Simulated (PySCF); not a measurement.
# How methods differ on the excitation energy of Ca

Ca [Ar] 4s2 (1S) → Ca [Ar] 3d2 (3F), as a difference of total energies. Computed with PySCF 2.14 in aug-cc-pVDZ-X2C (6s5p3d, 36 functions), with the spin-free X2C one-electron Hamiltonian (Gaussian nucleus). Correlated levels: valence: [Ar] frozen. The calculations carry no spin-orbit coupling.

```tsv
method	excitation energy (eV)
UHF	5.569
LDA	4.430
PBE	4.217
PBE0	4.560
M06-L	4.519
B3LYP	4.618
revPBE	4.122
wB97M-V	5.029
MP2 (valence)	5.906
```

Problem. Estimate what r2SCAN gives.

Solution. 4.165 eV, closest to revPBE among the rows shown.

Problem. Estimate what SCS-MP2 (valence) gives.

Solution. 6.095 eV, closest to MP2 (valence) among the rows shown.
